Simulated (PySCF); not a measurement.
C3H8Si2, SMILES C=C1C[SiH2][SiH2]1.

Geometry: B3LYP-D3(BJ)/def2-SVP. This is a generated structure with no PubChem entry under its InChIKey; it may be hypothetical.

Method: TDA-PBE0/def2-SVPD (PySCF 2.14.0).

Vertical excitations. The molecule is in vacuum.

```tsv
state	energy (eV)	λ (nm)	f	main pairs
S1	5.56	223	0.024	HOMO−1→LUMO 77 %, HOMO→LUMO 17 %
S2	6.10	203	0.078	HOMO→LUMO+1 30 %, HOMO−2→LUMO 26 %, HOMO→LUMO 23 %, HOMO−1→LUMO 14 %
S3	6.15	202	0.079	HOMO→LUMO+1 59 %, HOMO→LUMO 21 %
S4	6.29	197	0.068	HOMO−2→LUMO 55 %, HOMO→LUMO 21 %, HOMO→LUMO+2 11 %
S5	6.41	193	0.031	HOMO→LUMO+2 80 %
S6	6.60	188	0.117	HOMO−1→LUMO+2 40 %, HOMO−1→LUMO+1 39 %
S7	6.81	182	0.128	HOMO−1→LUMO+2 41 %, HOMO−1→LUMO+1 36 %, HOMO→LUMO+3 8 %
S8	6.91	180	0.024	HOMO→LUMO+3 81 %
S9	7.11	174	0.004	HOMO−1→LUMO+3 34 %, HOMO−3→LUMO 34 %, HOMO→LUMO+4 19 %
S10	7.12	174	0.030	HOMO−2→LUMO+1 80 %
T1	3.86	322	0	HOMO→LUMO 80 %
T2	5.03	246	0	HOMO−1→LUMO 80 %
T3	5.44	228	0	HOMO−1→LUMO+1 63 %, HOMO→LUMO+1 31 %
T4	5.62	221	0	HOMO−2→LUMO 88 %
```
Triplets are in the Tamm–Dancoff approximation.
